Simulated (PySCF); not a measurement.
O2Si, SMILES O=[Si]=O. Heavy atoms are numbered as in [O:1]=[Si:2]=[O:3].

Geometry optimised at ωB97X-D3(BJ)/def2-TZVP.

Method: KT2/pcSseg-2 (PySCF).

GIAO shieldings, no solvent; atoms alike by connectivity are averaged. δ = σ(ref) − σ: ¹⁷O against H2O (σ = 324.0 ppm); ²⁹Si against TMS (σ = 351.7 ppm), references at their B3LYP-D3(BJ)/def2-TZVP geometries, non-relativistic.

| nucleus | atoms | count | δ (ppm) |
|---|---|---|---|
| ¹⁷O | O1 | 2 | 125.9 |
| ²⁹Si | Si2 | 1 | -1.0 |
